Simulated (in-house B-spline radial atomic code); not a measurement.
Results of a calculation; reference values are marked as such.
## Softness against transferability: the 3p channel of P

P, [Ne] 3s2 3p3, non-relativistic LDA (VWN5), spherical and spin-unpolarised, from an all-electron radial atomic-structure program (B-spline basis) (atomic units). The all-electron 3p level is ε = -0.206080 hartree, its outermost node lies just inside 0.65 bohr and its outer maximum at 1.83 bohr.

Troullier-Martins pseudo-orbitals are made for several radii. The cutoffs (hartree) are the plane-wave energies beyond which the orbital holds less than the named kinetic energy per electron. The phase error is the difference, pseudo minus all-electron, of arctan(R P'/P) at R = 2.87 bohr for all radii, half a hartree below and above the level.

```csv
r_c (bohr),V_l(0) (hartree),cutoff for 10 mEh,for 1 mEh,for 0.1 mEh,phase error at ε − 0.5 (mrad),at ε + 0.5 (mrad)
1.37,-5.31,3.48,22.8,43.8,-0.4,-2.4
1.59,-1.74,3.18,4.62,11.3,-0.3,-1.6
1.83,-1.36,3.18,4.87,12.1,-0.3,-1.5
2.07,-1.56,3.18,4.62,10.6,-0.3,-1.8
2.31,-1.73,3.18,4.62,6.48,-0.5,-2.6
2.57,-1.81,3.28,4.74,5.92,-0.7,-3.4
```

Task: Which radius needs the lowest cutoff for 0.1 mEh while both phase errors stay within 2.5 mrad?

Result: The radii within that limit are 1.37, 1.59, 1.83, 2.07 bohr; of these r_c = 2.07 needs the least, 10.6 hartree, that is 21.2 Ry or 288 eV.

Task: What does the larger radius buy, and what does it cost?

Result: From r_c = 1.37 to 2.57 bohr the cutoff for 1 mEh goes from 22.8 to 4.74 hartree, a factor of 4.81, against 3.52 for a pure 1/r_c² scaling, end to end; step by step it is 22.8, 4.62, 4.87, 4.62, 4.62, 4.74, and for 0.1 mEh 43.8, 11.3, 12.1, 10.6, 6.48, 5.92; the number of plane waves goes as the cutoff to the power 3/2, here a factor of 10.5. The larger of the two phase errors is least at r_c = 1.83 bohr, 1.5 mrad; it is 2.4 at the smallest radius and 3.4 at the largest. These errors test the reference atom alone. Large radii also let the cores of neighbours overlap, which an atom doesn't show.
